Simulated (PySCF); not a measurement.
Working out the ionisation energy of Ga

Ga [Ar] 3d10 4s2 4p1 (2P) → Ga⁺ [Ar] 3d10 4s2 (1S). Computed with PySCF 2.14 in aug-cc-pwCVTZ-PP with ECP10MDF, with a scalar-relativistic core potential. Frozen: 3s2 3p6 3d10. Energies in hartree (1 hartree = 27.21139 eV):

```csv
part,Ga (lower),Ga⁺ (upper)
UHF,-258.302207,-258.098771
CCSD correlation,-0.047670,-0.037676
(T),-0.000935,0.000000
```

Task: What does Hartree-Fock give?

Result: (-258.098771) − (-258.302207) = 0.203436 hartree = 5.536 eV.

Task: What do CCSD and CCSD(T) give?

Result: The CCSD correlation energies differ by 0.009994 hartree = 0.272 eV and the triples by 0.000935 hartree = 0.025 eV, so CCSD gives 5.808 eV and CCSD(T) 5.833 eV.

Measured between the centres of the two terms (NIST): 5.931 eV, so CCSD(T) (valence) is off by -0.098 eV.

What remains against the reference includes basis incompleteness, the frozen core and higher excitations.
